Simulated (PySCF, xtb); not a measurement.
Si(H)2(Me)2 (C₂H₈Si), SMILES C[SiH2]C.

Harmonic wavenumbers (cm⁻¹) from GFN2-xTB (xtb) at its own minimum, in rising order: 117, 133, 188, 447, 567, 668, 701, 764, 782, 806, 845, 847, 847, 1374, 1377, 1488, 1492, 1492, 1497, 2204, 2217, 3031, 3033, 3035, 3038, 3043, 3046.

### Question
What does B3LYP-D3(BJ)/def2-SVP (PySCF) give at its own minimum? (Estimate from the structure and the level; the computed values follow.)

### Answer
160, 177, 206, 464, 580, 641, 649, 719, 856, 880, 892, 926, 963, 1268, 1274, 1432, 1434, 1441, 1444, 2196, 2201, 3028, 3028, 3117, 3118, 3122, 3122. Paired by order, the mean absolute difference is 53 cm⁻¹ and the zero-point energies are 55.9 and 56.2 kcal/mol.
